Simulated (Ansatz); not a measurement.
Reaction (formal exchange of groups at the Al–Cl bond): `[CH3][Al]([Cl])[Br]` + SiH₄ → `[CH3][Al]([SiH3])[Br]` + HCl

Computed with Ansatz on PBE0-D4/def2-TZVP structures; ΔE is electronic, products minus reactants. CBS: MP2 limit from def2 TZ/QZ plus the TZ coupled-cluster correction, frozen cores. This one scheme is used for every species. DFT in def2-TZVPP. B3LYP here is the variant with VWN-RPA as its local correlation; programs differ in this. For Br outer-core shells are correlated without core-valence functions, which leaves a few kJ/mol of doubt a bond. Scalar relativity is left out up to krypton.

CCSD(T)/CBS gives +160.3 kJ/mol.

Question: Another level gave +160.1 kJ/mol. Which?
A. B3LYP-D4/def2-TZVPP
B. PBE0/def2-TZVPP
C. HF/def2-TZVPP
D. MP2/def2-TZVPP

Answer: A. B3LYP-D4 160.1, PBE0 149.4, MP2/def2-TZVPP 169.0, HF/def2-TZVPP 179.8 kJ/mol.

Largest T1 diagnostic among the species: 0.011.

From PBE to PBE0 (25 % exact exchange), in def2-TZVPP and without D4, ΔE moves by +6.6 kJ/mol. In def2-TZVPP, CCSD(T) changes the Hartree–Fock value by −22.0 kJ/mol (the triples alone add −2.0 kJ/mol) and MP2 by −10.8 kJ/mol.
